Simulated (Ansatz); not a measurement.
System: C₆H₁₁S, charge 0, multiplicity 2. It need not be the lowest isomer of its formula. 
Structure (B3LYP-D3(BJ)/def2-TZVP (Ansatz, a first-principles code) minimum search):
SMILES: [CH]1CCCCCS1
```xyz
18

C     -0.1662    -1.8958     0.3547
C      1.1384    -1.4884    -0.3284
C      1.7068    -0.1195     0.1043
C      1.0837     1.0660    -0.5483
S     -0.4973     1.6701    -0.2728
C     -1.3104     0.3875     0.7277
C     -1.3851    -1.0066     0.1020
H      0.0048    -1.9519     1.4362
H     -0.4164    -2.9120     0.0369
H      1.0063    -1.4878    -1.4141
H      1.8861    -2.2549    -0.1034
H      2.7728    -0.0987    -0.1329
H      1.6411    -0.0495     1.1987
H      1.6406     1.6511    -1.2666
H     -0.8390     0.3475     1.7117
H     -2.3119     0.7959     0.8701
H     -1.5722    -0.9122    -0.9709
H     -2.2592    -1.5091     0.5277
```
Charge 0, spin multiplicity 2.

Basis-set convergence of Hartree-Fock and CCSD correlation energies (hartree) with Ansatz. Correlated levels leave the core frozen unless marked. Open shells are spin-unrestricted. Spin-orbit coupling is left out. No relativistic terms.

```
basis        functions       E(HF)  E(corr, CCSD)
-----------  ---------  ----------  -------------
cc-pV(D+d)Z        162  -631.12342       -1.04576
cc-pV(T+d)Z        373  (withheld)     (withheld)
```

### Question
Fill in the missing entries.

### Answer

- cc-pV(T+d)Z, E(HF): -631.20106
- cc-pV(T+d)Z, E(corr, CCSD): -1.25303
